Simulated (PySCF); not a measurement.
**WOCl₄: one-bond stretch**

All numbers come from PySCF, PBE0, basis W def2-SVP with ECP60, O def2-SVP, Cl def2-SVP (scalar-relativistic core potentials, no spin–orbit coupling, density fitting).

Rigid scan from the singlet minimum (W–Cl 2.300 Å (×4), W–O 1.668 Å; Cl–W–Cl 86.7° (×4), Cl–W–Cl 152.3° (×2), Cl–W–O 103.9° (×4)). Coordinate: the bond from W to the last atom (Cl) scaled, the rest fixed. Energies in kJ/mol from the minimum.

```
scale of one bond  E (kJ/mol)  dipole size (D)
             0.92        34.8             1.38
             0.96         7.6             0.87
             1.00         0.0             0.59
             1.05         8.9             0.83
             1.12        41.8             1.57
             1.20        93.2             2.42
             1.35       195.2             3.82
             1.55       307.3                –
             1.80       398.0                –
             2.20       462.1                –
```

At long bonds a restricted determinant can lie too high, and another spin state can fall below this curve.

With an element this heavy the missing spin–orbit coupling can shift these numbers.

The scan took 41 s on 2 threads of a shared Arm Neoverse V2 host; the process peaked at 1.6 GiB. Launch command: `OMP_NUM_THREADS=2 python axn.py task.json out`.
